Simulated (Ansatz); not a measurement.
[CuBr3(NH3)]- (CuBr₃NH₃⁻). The state is a doublet with charge -1. Geometry PBE-D4/def2-SVPD; atoms count from 1.

```xyz
8

Cu   -0.5233   -0.6789    0.3817
Br   -1.5097   -0.9213   -1.8745
Br   -0.9182   -2.8456    1.2736
Br   -0.3901    0.6576    2.4599
N     0.7136    0.7500   -0.4576
H     1.4819    1.0083    0.1706
H     0.1013    1.5645   -0.5680
H     1.0445    0.4655   -1.3857
```

No other spin state of charge -1 was run.

(1) Estimate the Mulliken populations from the PBE0/def2-TZVPD orbitals of Ansatz.

(2) Where does the spin sit?

(3) And the Mayer bond orders between bonded heavy atoms (over 0.3)?

Answers

(1) 
```csv
atom,charge (e),spin (α − β),d electrons
Cu1,-0.17,0.52,9.51
Br2,-0.48,0.13,–
Br3,-0.26,0.15,–
Br4,-0.48,0.13,–
N5,-0.51,0.08,–
H6,0.28,-0.01,–
H7,0.33,-0.01,–
H8,0.28,-0.01,–
```
Mulliken values and Mayer orders depend strongly on the basis. With diffuse functions, as here, like atoms can get unlike values, and bond orders can come out too low or too high.

(2) Summed by element: Cu 0.52, Br 0.42, N 0.08, H -0.02, of 1 unpaired in all. Largest on single atoms: Cu1 0.52, Br3 0.15, Br4 0.13.

(3) Cu1–Br2 0.69 (2.47 Å); Cu1–Br3 0.88 (2.38 Å); Cu1–Br4 0.69 (2.47 Å); Cu1–N5 0.51 (2.07 Å).
